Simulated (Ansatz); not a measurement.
Basis-set extrapolation for C8H12N4, SMILES `CC(C)(C#N)/N=N/C(C)(C)C#N` (PBE0-D4/def2-TZVP geometry, frozen core, Ansatz 0.2.0). Multiplicity 1, RHF reference.

```
                      def2-TZVPP   def2-QZVPP
                 HF  -527.861660  -527.884153
    MP2 correlation    -2.097847    -2.232885
CCSD(T) correlation    -2.255177      not run
```

Energies in hartree. Use E(X) = E(∞) + A·exp(−7.88·√X) for Hartree–Fock and E(X) = E(∞) + B·X^(−2.97) for correlation, with X = 3 and 4, and add CCSD(T) minus MP2 of the smaller set to the MP2 limit.

Task: What is the CCSD(T) energy at the basis-set limit?

Result: HF limit: -527.884153 + (-0.022493) × 0.13774 = -527.88725. MP2 limit: -2.232885 + (-0.135038) × 0.74074 = -2.33291. Higher-order term: -2.255177 − (-2.097847) = -0.15733. Total: -530.37749 hartree, 7.09 eV below CCSD(T)/def2-TZVPP.
